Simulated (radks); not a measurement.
Effect of the nuclear size on neutral gadolinium, [Xe] 4f7 5d1 6s2. All-electron calculation, Dirac Kohn-Sham, PBE, spin-unpolarised, spherical densities, finite nucleus; open shells are shared between the two j in proportion to 2j + 1; Fermi nuclear charge, rms radius 5.1569 fm. Program: a radial shooting solver on a logarithmic mesh with Libxc functionals. The rms radius is varied about that value; shifts are against it.

\begin{tabular}{lrrrrrrrrr}
rms radius (fm) & total energy shift (eV) & density at nucleus (e/bohr^3) & 1s1/2 shift (meV) & 2s1/2 shift (meV) & 5s1/2 shift (meV) & 5p1/2 shift (meV) & 6s1/2 shift (meV) & 5d5/2 shift (meV) & 6p1/2 (empty) shift (meV) \\ \hline
4.4865 & -5.13 & 6.512e+05 & -2110 & -272 & -2.09 & 0.265 & -0.115 & 0.168 & 0.075 \\
4.9764 & -1.43 & 6.342e+05 & -591 & -76.1 & -0.583 & 0.074 & -0.032 & 0.047 & 0.021 \\
5.1569 & 0 & 6.285e+05 & 0.000 & 0.000 & 0.000 & 0.000 & 0.000 & 0.000 & 0.000 \\
5.4508 & 2.42 & 6.197e+05 & 995 & 128 & 0.983 & -0.125 & 0.054 & -0.079 & -0.035 \\
6.1264 & 8.34 & 6.015e+05 & 3440 & 443 & 3.40 & -0.430 & 0.186 & -0.273 & -0.122 \\
\end{tabular}

Slopes of the eigenvalues against <r^2> in GHz/fm^2, as finite differences over the two radii next to the reference (eigenvalue slopes, not the field-shift constants of lines): 1s1/2 77500, 2s1/2 9980, 5s1/2 76.6, 5p1/2 -9.72, 6s1/2 4.19, 5d5/2 -6.16, 6p1/2 (empty) -2.75.
